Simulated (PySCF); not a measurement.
Spectrum to structure. Level of theory: PySCF, TDDFT CAM-B3LYP/def2-SVPD, vertical, gas phase, core orbitals frozen in the response. Geometries: GFN2-xTB, one conformer each.

```tsv
state	ν̃ (cm⁻¹)	f	main configurations (H = HOMO, L = LUMO)
S1	40660	0.0039	H-1→L (97%)
S2	41980	0.076	H→L (87%), H-2→L+1 (10%)
S3	46510	0.0000	H-1→L+1 (99%)
S4	49360	0.095	H→L+1 (75%), H-2→L (21%)
S5	54190	0.011	H→L+2 (83%)
S6	57670	0.476	H-2→L (70%), H→L+1 (22%)
S7	58880	0.017	H→L+3 (87%)
S8	59530	0.0002	H→L+4 (69%), H→L+5 (12%)
```

Triplets computed (Tamm–Dancoff): 4.06, 4.27, 4.33 eV.

Orbital energies (eV): HOMO-3 -11.34, HOMO-2 -9.43, HOMO-1 -8.77, HOMO -8.09, LUMO 0.30, LUMO+1 0.98, LUMO+2 1.30.

Question: Which candidate is it? All have the formula C6H7NO.
A. `COC1(CC#N)C=C1`
B. `COc1ccncc1`
C. `COc1cccnc1`
D. `Cc1cccc[n+]1[O-]`
E. `C#CCN(C=C)C=O`

Answer: C. Its S1 lies at 5.04 eV; the nearest of the others has S1 at 5.34 eV. S1 is HOMO-1→LUMO (97%). Löwdin shares by element: HOMO carbon 48% or more, oxygen 22% (atoms not listed hold the other 30%); LUMO carbon 50% or more, nitrogen 22% (atoms not listed hold the other 28%). At the same level the other candidates give, for their lowest levels:
- `C#CCN(C=C)C=O`: 5.58 eV (f 0.001); 6.22 eV (f 0.451); 6.50 eV (f 0.018); 6.56 eV (f 0.033); 6.85 eV (f 0.027); T1 4.11 eV; HOMO -8.27, LUMO 0.72 eV
- `Cc1cccc[n+]1[O-]`: 4.57 eV (f 0.037); 4.60 eV (f 0.000); 4.99 eV (f 0.175); 5.82 eV (f 0.000); 6.18 eV (f 0.286); T1 2.78 eV; HOMO -7.56, LUMO -0.14 eV
- `COc1ccncc1`: 5.34 eV (f 0.001); 5.51 eV (f 0.003); 5.61 eV (f 0.001); 6.20 eV (f 0.061); 7.01 eV (f 0.351); T1 4.29 eV; HOMO -8.53, LUMO 0.61 eV
- `COC1(CC#N)C=C1`: 6.07 eV (f 0.003); 6.39 eV (f 0.002); 7.01 eV (f 0.064); 7.56 eV (f 0.008); 7.72 eV (f 0.003); T1 4.52 eV; HOMO -9.26, LUMO 0.46 eV

Conformer computed: `[CH3:1][O:2][c:3]1[cH:4][cH:5][cH:6][n:7][cH:8]1`: C1–O2–C3–C4 180°.
